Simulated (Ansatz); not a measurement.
Geometry optimisation, RKS r2SCAN/STO-3G in Ansatz.

The input (input.yaml):

```yaml
crystal:
  periodic: [false, false, false]
  atoms:
    - { symbol: Si, position_ang: [0.0, 0.0, 0.0] }
    - { symbol: O, position_ang: [0.0, 0.0, 1.68] }
    - { symbol: Si, position_ang: [-1.3147, -0.4067, 2.6436] }
    - { symbol: H, position_ang: [-2.239, -1.2403, 1.8804] }
    - { symbol: H, position_ang: [-0.8506, -1.1432, 3.8157] }
    - { symbol: H, position_ang: [-1.9987, 0.8095, 3.0733] }
    - { symbol: Si, position_ang: [2.0935, 0.0, -0.7393] }
    - { symbol: H, position_ang: [2.5508, -1.3762, -0.9079] }
    - { symbol: H, position_ang: [2.1573, 0.6939, -2.0222] }
    - { symbol: H, position_ang: [2.951, 0.6823, 0.2255] }
    - { symbol: H, position_ang: [-0.6877, 1.1914, -0.4862] }
    - { symbol: O, position_ang: [-0.7913, -1.3709, -0.5594] }
    - { symbol: H, position_ang: [-1.2459, -1.8365, 0.2129] }
basis:
  gaussian: { orbitals: STO-3G }
hamiltonian:
  xc: r2scan
relax:
  f_tol: 0.02
  max_steps: 40
output:
  orbitals: {}
```

Run as:

```bash
$ ansatz run input.yaml --threads 1 --pin off --max-ram 2048MiB --backend cpu --events-out ev --progress --plain --runs-dir out
```

Task: Where does it end, and by what steps?

Result: The run converged. The force dipped under the threshold on the way, but the program's further checks kept it going. Limits of this set-up: minimal basis. After 20 steps the energy has fallen by 0.333 eV; H13 moved furthest, 1.11 Å.

```json
{"step": "0", "energy less start (eV)": "0.0000", "largest force component (eV/Å)": "1.238", "accepted": "yes"}
{"step": "1", "energy less start (eV)": "-0.1380", "largest force component (eV/Å)": "0.676", "accepted": "yes"}
{"step": "2", "energy less start (eV)": "-0.1763", "largest force component (eV/Å)": "0.271", "accepted": "yes"}
{"step": "3", "energy less start (eV)": "-0.2251", "largest force component (eV/Å)": "0.766", "accepted": "yes"}
{"step": "4", "energy less start (eV)": "-0.2254", "largest force component (eV/Å)": "1.458", "accepted": "yes"}
{"step": "5", "energy less start (eV)": "-0.3118", "largest force component (eV/Å)": "0.153", "accepted": "yes"}
{"step": "6", "energy less start (eV)": "-0.3211", "largest force component (eV/Å)": "0.066", "accepted": "yes"}
{"step": "7", "energy less start (eV)": "-0.3248", "largest force component (eV/Å)": "0.094", "accepted": "yes"}
{"step": "8", "energy less start (eV)": "-0.3275", "largest force component (eV/Å)": "0.048", "accepted": "yes"}
{"step": "9", "energy less start (eV)": "-0.3263", "largest force component (eV/Å)": "0.425", "accepted": "no"}
{"step": "10", "energy less start (eV)": "-0.3188", "largest force component (eV/Å)": "0.493", "accepted": "no"}
{"step": "11", "energy less start (eV)": "-0.3282", "largest force component (eV/Å)": "0.027", "accepted": "yes"}
{"step": "12", "energy less start (eV)": "-0.3298", "largest force component (eV/Å)": "0.071", "accepted": "yes"}
{"step": "13", "energy less start (eV)": "-0.3303", "largest force component (eV/Å)": "0.099", "accepted": "yes"}
{"step": "14", "energy less start (eV)": "-0.3309", "largest force component (eV/Å)": "0.103", "accepted": "yes"}
{"step": "15", "energy less start (eV)": "-0.3314", "largest force component (eV/Å)": "0.070", "accepted": "yes"}
{"step": "16", "energy less start (eV)": "-0.3319", "largest force component (eV/Å)": "0.066", "accepted": "yes"}
{"step": "17", "energy less start (eV)": "-0.3323", "largest force component (eV/Å)": "0.037", "accepted": "yes"}
{"step": "18", "energy less start (eV)": "-0.3325", "largest force component (eV/Å)": "0.019", "accepted": "yes"}
{"step": "19", "energy less start (eV)": "-0.3327", "largest force component (eV/Å)": "0.015", "accepted": "yes"}
{"step": "20", "energy less start (eV)": "-0.3328", "largest force component (eV/Å)": "0.017", "accepted": "yes"}
```

```xyz
13
Properties=species:S:1:pos:R:3
Si 0.046 -0.102 0.134
O 0.190 -0.465 1.796
Si -1.261 -0.525 2.682
H -2.125 -1.620 2.270
H -0.894 -0.718 4.068
H -2.036 0.701 2.555
Si 2.137 -0.003 -0.723
H 2.825 -1.269 -0.605
H 2.092 0.356 -2.123
H 2.920 1.001 -0.037
H -0.692 1.157 -0.009
O -0.797 -1.346 -0.706
H -1.778 -1.165 -0.488
```

The run took 110 s on 1 thread of Arm Neoverse V1, with other jobs on the host, peak memory 0.14 GiB.
